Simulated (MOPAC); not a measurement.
Input for MOPAC: PM7 on BeFHO (SMILES [OH][Be][F]), a point of a bond scan (R = 1.145 Å).

```
PM7 1SCF PRECISE CHARGE=0 THREADS=1
BeFHO

Be     0.02934244 1     0.01481768 1    -0.02556009 1
F      0.98280109 1     0.52800817 1    -0.89505489 1
O     -0.99864586 1    -0.46736623 1     0.82454057 1
H     -0.96836602 1    -1.19342400 1     1.70878367 1
```

Output:

```
*******************************************************************************
 **                                                                           **
 **                              MOPAC v23.2.5                                **
 **                                                                           **
 *******************************************************************************
 ** MOPAC's Digital Object Identifier: https://doi.org/10.5281/zenodo.6511958 **
 **                                                                           **
 ** Please cite the open-source release paper for use of this MOPAC version:  **
 ** J. E. Moussa and J. J. P. Stewart (2026)                                  **
 ** MOPAC: An open-source semiempirical molecular orbital program             **
 ** J. Open Source Softw., 11(119), 8025, https://doi.org/10.21105/joss.08025 **
 *******************************************************************************

                              PM7 CALCULATION RESULTS

 *******************************************************************************
 *  PM7        - The PM7 Hamiltonian to be used
 *
 *
 *
 *                 CHARGE ON SYSTEM = 0
 *
 *
 *
 *  PRECISE    - TIGHTER CRITERIA TO BE USED
 *  1SCF       - DO 1 SCF AND THEN STOP
 *  THREADS=1  - MULTI-THREADING NOT USED
 *  T=         - A TIME OF 172800.0 SECONDS REQUESTED
 *  DUMP=N     - RESTART FILE WRITTEN EVERY 7200.0 SECONDS REQUESTED
 *******************************************************************************
PM7 1SCF PRECISE CHARGE=0 THREADS=1
 BeFHO

   ATOM   CHEMICAL          X               Y               Z
  NUMBER   SYMBOL      (ANGSTROMS)     (ANGSTROMS)     (ANGSTROMS)

     1      Be          0.02934244  *   0.01481768  *  -0.02556009  *
     2       F          0.98280109  *   0.52800817  *  -0.89505489  *
     3       O         -0.99864586  *  -0.46736623  *   0.82454057  *
     4       H         -0.96836602  *  -1.19342400  *   1.70878367  *



          CARTESIAN COORDINATES

    NO.       ATOM           X           Y           Z

     1        Be          0.0293      0.0148     -0.0256
     2         F          0.9828      0.5280     -0.8951
     3         O         -0.9986     -0.4674      0.8245
     4         H         -0.9684     -1.1934      1.7088

 General Reference for PM7:
 "Optimization of Parameters for Semiempirical Methods VI: More Modifications to the
 NDDO Approximations and Re-optimization of Parameters", J. J. P. Stewart, J. Mol. Mod., 1:32, 19 (2013)
 https://link.springer.com/article/10.1007/s00894-012-1667-x

           Empirical Formula: H O Be F  =     4 atoms



      MOLECULAR POINT GROUP   :   Cs


      RHF CALCULATION, NO. OF DOUBLY OCCUPIED LEVELS = 8


 -------------------------------------------------------------------------------
 PM7 1SCF PRECISE CHARGE=0 THREADS=1
 BeFHO



     1SCF WAS SPECIFIED, SO BFGS WAS NOT USED
     SCF FIELD WAS ACHIEVED


                              PM7 CALCULATION
                                                       MOPAC v23.2.5 Linux




          FINAL HEAT OF FORMATION =       -148.47643 KCAL/MOL =    -621.22539 KJ/MOL


          COSMO AREA              =         78.58 SQUARE ANGSTROMS
          COSMO VOLUME            =         60.42 CUBIC ANGSTROMS

          IONIZATION POTENTIAL    =         12.410631 EV
          HOMO LUMO ENERGIES (EV) =        -12.411  1.754
          NO. OF FILLED LEVELS    =          8
          MOLECULAR WEIGHT        =         45.0179         POINT GROUP:  Cs

          MOLECULAR DIMENSIONS (Angstroms)

            Atom       Atom       Distance
            H     4    F     2     3.68108
            O     3    H     4     0.63987
            F     2   Be     1     0.00000


          SCF CALCULATIONS        =          1





   ATOM   CHEMICAL          X               Y               Z
  NUMBER   SYMBOL      (ANGSTROMS)     (ANGSTROMS)     (ANGSTROMS)

     1      Be          0.02934244  *   0.01481768  *  -0.02556009  *
     2       F          0.98280109  *   0.52800817  *  -0.89505489  *
     3       O         -0.99864586  *  -0.46736623  *   0.82454057  *
     4       H         -0.96836602  *  -1.19342400  *   1.70878367  *

                             CARTESIAN COORDINATES

   1   Be        0.029342440     0.014817680    -0.025560090
   2    F        0.982801090     0.528008170    -0.895054890
   3    O       -0.998645860    -0.467366230     0.824540570
   4    H       -0.968366020    -1.193424000     1.708783670


           Empirical Formula: H O Be F  =     4 atoms



      MOLECULAR POINT GROUP   :   Cs


                  EIGENVALUES
 -38.50934 -26.68848 -17.35921 -15.30736 -14.86040 -14.79801 -12.99038 -12.41063
   1.75381   3.05007   3.51768   4.15644   6.96870


              NET ATOMIC CHARGES AND DIPOLE CONTRIBUTIONS

  ATOM NO.   TYPE          CHARGE      No. of ELECS.   s-Pop       p-Pop
    1         Be           0.851803        1.1482     0.41240     0.73580
    2          F          -0.453551        7.4536     1.95490     5.49865
    3          O          -0.839071        6.8391     1.79543     5.04364
    4          H           0.440820        0.5592     0.55918
 DIPOLE           X         Y         Z       TOTAL
 POINT-CHG.    -0.047    -1.733     2.140     2.754
 HYBRID         0.032    -0.093     0.107     0.145
 SUM           -0.015    -1.826     2.247     2.896


          ATOMIC ORBITAL ELECTRON POPULATIONS

     Atom    s        px        py        pz
    1 Be   0.41240   0.27792   0.17892   0.27896
    2  F   1.95490   1.78334   1.90536   1.80995
    3  O   1.79543   1.72643   1.71665   1.60056
    4  H   0.55918

 **********************
 *                    *
 * JOB ENDED NORMALLY *
 *                    *
 **********************




 == MOPAC DONE ==
```

The run finished.

Cost: very roughly 0.020 core-seconds.
